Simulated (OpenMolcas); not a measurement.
A calculation on Co²⁺.

```yaml
Program: OpenMolcas 26.06
Method: CASSCF
Basis: ANO-RCC-VTZP [6s5p3d2f1g]
Scalar_Hamiltonian: DKH2, point nucleus
Active_space: 7 electrons in 5 orbitals (3d)
State_averaging: 2S+1 = 4 even, 10 roots; 2S+1 = 2 even, 40 roots
Spin-orbit_coupling: state interaction with AMFI integrals over the reference wave functions, term energies averaged over their components
```

Which level of the active space comes out lowest?

3d7 4F 9/2, with 100 % of that term; it is also the measured ground level.

How high does 3d7 2D 5/2(1) lie?

27374 cm-1 above the lowest level; measured 23059 cm-1 above the ground level, so the calculation is off by +19 %.

How high does 3d7 4F 7/2 lie?

853 cm-1 above the lowest level; measured 841 cm-1 above the ground level, so the calculation is off by +1 %.

How high does 3d7 2H 9/2 lie?

25998 cm-1 above the lowest level; measured 23434 cm-1 above the ground level, so the calculation is off by +11 %.

The level at 25149 cm-1 has J = 3/2. What is it made of, and what is its g factor?

85 % 3d7 2P 3/2, 12 % 3d7 2D(1), 3 % 3d7 4P; g = 1.281, against 1.334 from Landé's formula for the pure leading term.

Measured values: Sugar and Corliss, J. Phys. Chem. Ref. Data 10, 1097 (1981).

Without dynamic correlation excited terms often stand tens of per cent too high (terms of higher spin than the ground term too low), and those without a measured partner can miss by more than the paired ones. Measured partners are found by configuration, term and J. A level has none where our copy of the source lacks it or the pairing is in doubt (some pairs that miss far off the trend of their configuration count as doubtful), and it then counts in no deviation. Levels of configurations outside the active space are missing.

A number in round brackets counts repeated terms of one configuration in the order of the reference energies.
